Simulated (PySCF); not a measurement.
GeHFCl2, SMILES [F][GeH]([Cl])[Cl]. Atoms are numbered in the order given.

```xyz
5

Ge     0.3345    -0.3237     0.0000
F     -0.6378    -1.7721     0.0000
Cl    -0.1995     0.7950    -1.7557
Cl    -0.1995     0.7950     1.7557
H      1.8212    -0.7217     0.0000
```

The structure is a stationary point at PBE-D3(BJ)/def2-SVP.

These are ωB97X/def2-TZVPD in PySCF values and carry that method's errors.

Gas-phase values at a fixed geometry.

Computed frontier levels, gap, dipole moment and polarisability:
| Property | Value |
|---|---|
| highest occupied level | -12.11 eV |
| lowest empty level | 0.49 eV |
| orbital gap | 12.60 eV |
| dipole moment | 1.94 D |
| quadrupole, principal values (traceless, Buckingham form, about the centre of nuclear charge) | -4.56, -0.43, 4.99 D·Å |
| mean static polarisability | 57.4 bohr³ (8.51 Å³) |
| polarisability, principal values | 48.9, 55.9, 67.4 bohr³ |
